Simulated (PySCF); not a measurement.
**Computed properties of Mo(NH)(S)(Cl)(SH) (ClH2MoNS2), SMILES [NH]=[Mo](=[S])([SH])[Cl], multiplicity 1**

ClH2MoNS2, SMILES [NH]=[Mo]([Cl])([SH])=[S], multiplicity 1. Coordinates come from a PBE0-D3(BJ)/def2-SVP optimisation. The multiplicity is an assumed one; no other spin state was optimised. The structure was generated by enumeration; whether it is a known compound was not checked. The def2 effective core potentials stand for the cores of Mo; spin–orbit coupling is left out. The values are those of a single conformer. All values are computed for the isolated molecule unless a solvent is named; none is compared with measurement here.

**Structure.** All 15 harmonic modes at PBE0-D3(BJ)/def2-SVP (PySCF) are real, so it is a minimum. With heavy atoms numbered as in [Mo:1](=[NH:2])(=[S:4])([Cl:5])[SH:6], the shortest bond between them is Mo1–N2 at 1.704 Å and the longest Mo1–S6 at 2.313 Å.

**Vibrations.** The strongest infrared lines (harmonic, unscaled, degenerate partners summed) lie at 3604 cm⁻¹ (243 km/mol, H 93 %), 532 cm⁻¹ (225 km/mol, H 69 %, N 23 %), 1039 cm⁻¹ (78 km/mol, N 78 %, Mo 14 %). The softest mode is at 115 cm⁻¹ and the zero-point energy is 16.8 kcal/mol.

**Electronic structure.** M06-2X/def2-TZVP (PySCF) places the frontier levels at -8.86 and -2.38 eV, a gap of 6.48 eV, and gives a dipole moment of 1.65 D and a mean polarisability of 101.6 bohr³. PBE/def2-TZVP (PySCF) at the same geometry gives -6.68 and -3.82 eV, so its gap is 3.62 eV narrower. An orbital gap is neither the optical nor the fundamental gap.

**Excitations.** TDDFT-CAM-B3LYP/def2-SVPD (PySCF) has S1 at 3.08 eV (402 nm, f = 0.000, dark); the most intense of the 10 singlets computed lies at 3.39 eV (f = 0.03). T1 (TDA) is at 2.68 eV. TDDFT-PBE/def2-SVPD (PySCF) puts S1 at 3.01 eV.
